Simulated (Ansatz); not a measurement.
Start from `FC(I)O[SiH3]` and change one atom or group to get `FC(I)[SiH2]Cl`.

Ansatz, PBE0-D4/def2-TZVP geometries, multiplicity 1. Each molecule was computed in one conformer, which needn't be the lowest.

Elements past krypton have def2 core potentials.  Spin–orbit coupling is left out; it splits and shifts lone-pair levels of the heavy atoms by tenths of an eV.

```csv
property,`FC(I)O[SiH3]`
HOMO energy (B3LYP/def2-TZVPP) / eV,-7.31
HOMO energy (ωB97M-V/def2-TZVPP) / eV,-9.75
LUMO energy (PBE/def2-TZVPP) / eV,-2.11
size of the dipole moment (PBE/def2-TZVPP) / D,1.53
size of the dipole moment (B3LYP/def2-TZVPP) / D,1.44
HOMO energy (PBE/def2-TZVPP) / eV,-6.36
```

(1) Give the same properties after the change, and the shifts. (Estimate.)

Answers

(1) Computed: 
```csv
property,`FC(I)[SiH2]Cl`,shift
HOMO energy (B3LYP/def2-TZVPP) / eV,-7.37,-0.06
HOMO energy (ωB97M-V/def2-TZVPP) / eV,-9.76,-0.01
LUMO energy (PBE/def2-TZVPP) / eV,-2.29,-0.18
size of the dipole moment (PBE/def2-TZVPP) / D,0.82,-0.71
size of the dipole moment (B3LYP/def2-TZVPP) / D,0.85,-0.59
HOMO energy (PBE/def2-TZVPP) / eV,-6.43,-0.07
```

With PBE0 the HOMO falls by 0.05 eV and the LUMO falls by 0.18 eV, so the gap narrows by about 0.13 eV. PBE moves the HOMO by -0.07 eV and ωB97M-V by -0.01 eV. The zero-point energy changes by -30.1 kJ/mol with -3 modes. Dipoles are sizes alone; their direction can turn.

B3LYP here is the variant with VWN-RPA as its local correlation; programs differ in this.
